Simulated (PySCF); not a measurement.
1-fluoro-1-methylcyclobutane (C5H9F), SMILES CC1(F)CCC1. Geometry: PBE0-D3(BJ)/def2-SVP.

Level of theory: PySCF with PBE0-D3(BJ)/def2-SVP.

Harmonic wavenumbers (cm⁻¹): 157, 265, 299, 357, 436, 437, 617, 731, 792, 874, 933, 935, 961, 974, 1008, 1039, 1179, 1194, 1210, 1212, 1242, 1282, 1304, 1331, 1403, 1437, 1449, 1454, 1468, 1486, 3061, 3085, 3087, 3095, 3149, 3159, 3164, 3165, 3168. Rotational constants (GHz): 5.262, 3.167, 2.915; symmetry number 1.

Task: Work out the zero-point energy and the ideal-gas rigid-rotor harmonic-oscillator thermochemistry at 298.15 K and 1 atm.

Result: ZPE = ½ Σ hcν = ½ × 57600 cm⁻¹ = 82.34 kcal/mol. H − E(el) = 86.73 kcal/mol. Entropy in cal/(mol K): translation 39.34, rotation 26.30, vibration 10.51, total 76.15. G − E(el) = 64.03 kcal/mol. Cp = 24.99 cal/(mol K).
